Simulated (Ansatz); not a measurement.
Start from `[OH][In]([SH])[SH]` and change one element to get `[OH][Al]([SH])[SH]`.

Ansatz, PBE0-D4/def2-TZVP geometries, multiplicity 1. Each molecule was computed in one conformer, which needn't be the lowest.

Elements past krypton have def2 core potentials.

```
                                        property  `[OH][In]([SH])[SH]`
            HOMO–LUMO gap (PBE0/def2-TZVPP) / eV                  5.91
           HOMO energy (ωB97M-V/def2-TZVPP) / eV                 -9.82
  zero-point energy (PBE0-D4/def2-TZVP) / kJ/mol                  82.5
size of the dipole moment (B3LYP/def2-TZVPP) / D                  0.66
  size of the dipole moment (PBE/def2-TZVPP) / D                  0.57
           HOMO–LUMO gap (B3LYP/def2-TZVPP) / eV                  5.34
```

Question: What does the change do to each property? (An estimate is asked.)

Answer: The calculation gave: 
```tsv
property	`[OH][Al]([SH])[SH]`	shift
HOMO–LUMO gap (PBE0/def2-TZVPP) / eV	7.14	1.23
HOMO energy (ωB97M-V/def2-TZVPP) / eV	-9.85	-0.03
zero-point energy (PBE0-D4/def2-TZVP) / kJ/mol	86.0	3.5
size of the dipole moment (B3LYP/def2-TZVPP) / D	1.25	0.59
size of the dipole moment (PBE/def2-TZVPP) / D	1.19	0.62
HOMO–LUMO gap (B3LYP/def2-TZVPP) / eV	6.58	1.24
```

Dipoles are sizes alone; their direction can turn.

B3LYP here is the variant with VWN-RPA as its local correlation; programs differ in this.
